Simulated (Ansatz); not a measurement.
Program: Ansatz. Geometries: PBE0-D4/def2-TZVP. ΔE: electronic, gas phase. CCSD(T)/CBS is the MP2 limit (def2-TZVPP, def2-QZVPP) plus CCSD(T) − MP2 in def2-TZVPP, frozen cores. This one scheme is used for every species. Functionals use def2-TZVPP. B3LYP here is the variant with VWN-RPA as its local correlation; programs differ in this. One conformer a species, not always the lowest.

Consider the ligand exchange at the Si–C bond: `N=C=C[SiH3]` + `BN[SiH2]F` → `BN([SiH3])[SiH2]F` + `C=C=N`.

`N=C=C[SiH3]`:

Cartesian coordinates in Å:
```
N -2.217 -0.261 0.965
C -1.275 0.208 0.357
C -0.283 0.617 -0.389
Si 1.305 -0.329 -0.465
H -2.332 0.005 1.938
H -0.424 1.532 -0.956
H 1.193 -1.512 0.425
H 1.589 -0.776 -1.854
H 2.445 0.516 -0.020
```

`BN[SiH2]F`:

```xyz
9

B     0.822    0.188    1.305
N    -0.347   -0.037    0.561
Si   -0.433   -0.166   -1.158
F    -0.950    1.203   -1.801
H     1.863    0.288    0.721
H     0.762    0.271    2.497
H    -1.212   -0.115    1.078
H    -1.427   -1.198   -1.528
H     0.922   -0.434   -1.675
```

`BN([SiH3])[SiH2]F`:

```xyz
12

B    -1.028    0.481   -1.209
N    -0.152    0.103   -0.166
Si   -0.461   -1.437    0.630
Si    1.184    1.109    0.283
F     2.546    0.444   -0.222
H    -0.857    1.508   -1.799
H    -1.948   -0.239   -1.489
H     0.599   -1.636    1.651
H    -0.415   -2.540   -0.359
H    -1.790   -1.411    1.287
H     1.280    1.191    1.758
H     1.042    2.427   -0.365
```

`C=C=N`:

```xyz
6

C     0.596   -0.413    0.645
C    -0.224    0.011   -0.278
N    -0.996    0.295   -1.176
H     1.661   -0.439    0.456
H     0.216   -0.730    1.606
H    -1.254    1.276   -1.253
```

Task: Is it downhill or uphill in electronic energy at CCSD(T)/CBS, and by how much? (An estimate is asked.)

Result: Computed: Downhill: ΔE = -17.9 kJ/mol.

Task: What do these levels give: PBE-D4, PBE0-D4, B3LYP-D4, ωB97M-V, B2PLYP, PBE0, SCS-MP2/def2-TZVPP, CCSD/def2-TZVPP, CCSD(T)/def2-TZVPP, MP2/def2-QZVPP, SCS-MP2/def2-QZVPP, HF/CBS(def2)? (An estimate is asked.)

Result: Ansatz gave: PBE-D4 -8.1, PBE0-D4 -10.7, B3LYP-D4 -15.7, ωB97M-V -16.5, B2PLYP -12.6, PBE0 -7.3, SCS-MP2/def2-TZVPP -17.4, CCSD/def2-TZVPP -18.5, CCSD(T)/def2-TZVPP -17.7, MP2/def2-QZVPP -16.1, SCS-MP2/def2-QZVPP -17.7, HF/CBS(def2) -18.6 kJ/mol.

Largest T1 diagnostic among the species: 0.015.

From PBE to PBE0 (25 % exact exchange), in def2-TZVPP and without D4, ΔE moves by −3.0 kJ/mol. The D4 term adds −6.3 kJ/mol with B3LYP and −3.4 kJ/mol with PBE0; it sums over pairs of atoms, weighted by their polarisabilities, and B3LYP, whose exchange is more repulsive, gets the larger term.
